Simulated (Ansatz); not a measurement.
W₃⁺, relaxed as a doublet with UKS PBE0-D4/def2-TZVP in Ansatz, starting from packed atoms. Force threshold 0.02 eV/Å.

In the def2 sets W takes a core potential; there is no spin–orbit coupling. The charge 1 doublet is spin-contaminated (final ⟨S²⟩ up to 1.55, 0.75 for a pure state). The relaxation made no stability test and no search for a lower SCF solution. The structure comes from a short search, and lower isomers may exist.

Start:

```xyz
3

W    -0.977    0.528   -1.590
W     1.849    0.150    0.048
W    -0.872   -0.679    1.542
```

```json
{"step": "1", "energy (eV)": "-5459.3739", "largest force component (eV/Å)": "2.311", "SCF passes": "94"}
{"step": "2", "energy (eV)": "-5461.0372", "largest force component (eV/Å)": "3.176", "SCF passes": "54"}
{"step": "3", "energy (eV)": "-5463.0704", "largest force component (eV/Å)": "3.286", "SCF passes": "50"}
{"step": "4", "energy (eV)": "-5464.7337", "largest force component (eV/Å)": "2.124", "SCF passes": "61"}
{"step": "5", "energy (eV)": "-5464.9718", "largest force component (eV/Å)": "0.465", "SCF passes": "52"}
{"step": "6", "energy (eV)": "-5464.9791", "largest force component (eV/Å)": "0.377", "SCF passes": "52"}
{"step": "7", "energy (eV)": "-5464.9857", "largest force component (eV/Å)": "0.031", "SCF passes": "45"}
{"step": "8", "energy (eV)": "-5464.9858", "largest force component (eV/Å)": "0.003", "SCF passes": "49"}
{"step": "9", "energy (eV)": "-5464.9858", "largest force component (eV/Å)": "0.000", "SCF passes": "46"}
```

Force components are those of the run's own axes.

End:

```xyz
3

W    -0.673    0.364   -1.096
W     1.306    0.112    0.019
W    -0.633   -0.476    1.077
```

By distances, no bond broke or formed. The bond that changes most is W1–W3, from 3.36 to 2.33 Å (atoms count from 1).

The force fell under the threshold at step 8, but the optimiser went on. No frequencies were taken in this run, so the end may be a saddle point.

Run time 27 s (4 threads of Arm Neoverse V2 on a shared host).
